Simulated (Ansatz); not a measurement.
Sn(vinyl)H3 (C2H6Sn), relaxed as a singlet with RKS r2SCAN-D4/def2-TZVP in Ansatz, starting from the GFN2-xTB geometry. Force threshold 0.02 eV/Å.

In the def2 sets Sn takes a core potential; there is no spin–orbit coupling.

Start:

```xyz
9

Sn    0.328    0.194    1.348
C    -0.021    0.424   -0.741
C    -0.467   -0.530   -1.534
H     0.191    1.400   -1.152
H    -0.693   -1.520   -1.177
H    -0.627   -0.361   -2.589
H    -1.044   -0.261    2.166
H     0.860    1.620    2.011
H     1.472   -0.966    1.669
```

Problem. Estimate the energy that the relaxation releases and the steps that it takes.

Solution. 0.07 eV, in 6 steps; 8.5 s on 4 threads of Arm Neoverse V1 on a shared host. No frequencies were taken in this run, so the end may be a saddle point.

Problem. Does the start keep its bonding?

Solution. By distances, no bond broke or formed. The bond that changes most is Sn1–H9, from 1.66 to 1.71 Å (atoms count from 1).

Problem. Predict the relaxed structure.

Solution. 
Cartesian coordinates in Å:
```
Sn 0.331 0.194 1.363
C -0.012 0.438 -0.729
C -0.466 -0.530 -1.521
H 0.198 1.413 -1.164
H -0.696 -1.528 -1.154
H -0.629 -0.371 -2.585
H -1.112 -0.280 2.144
H 0.873 1.674 2.017
H 1.513 -1.010 1.628
```
Bond lengths: 1 × C–Sn 2.13 Å; 1 × C–C 1.33 Å; 3 × H–Sn 1.71 Å; 3 × C–H 1.09 Å.
